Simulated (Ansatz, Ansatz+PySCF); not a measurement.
```yaml
atoms:
  - { symbol: C, position_ang: [0.0000, 0.0000, -1.0808] }
  - { symbol: C, position_ang: [0.0000, 0.0000, 0.2560] }
  - { symbol: N, position_ang: [0.0000, 0.0000, 1.3203] }
  - { symbol: H, position_ang: [0.0000, -0.9489, -1.4312] }
  - { symbol: H, position_ang: [-0.8218, 0.4744, -1.4312] }
  - { symbol: H, position_ang: [0.8218, 0.4744, -1.4312] }
```

Basis set: def2-SVP (spherical functions). Left uncorrelated: 3 orbitals. Charge 0, multiplicity 1.

Computed with Ansatz (development build ahead of 0.2.0); each method stands on the lowest determinant of its kind that the runs found. Restricted open shells among the atoms or ions are ROHF, correlated in semicanonical orbitals with singles.

The atomization energy at this shape (free ground-state atoms in the same class of orbitals less the molecule, no zero-point energy) of singlet C₂H₃N:

| method | atomization energy |
| --- | --- |
| RHF-CCSD(T) | 23.77 eV |
| RHF-MP2 | 24.31 eV |
| UHF-MP2 | 24.28 eV |
| UHF | 17.89 eV |

What does RHF give?

18.21 eV. Caution: the shape is not the minimum.
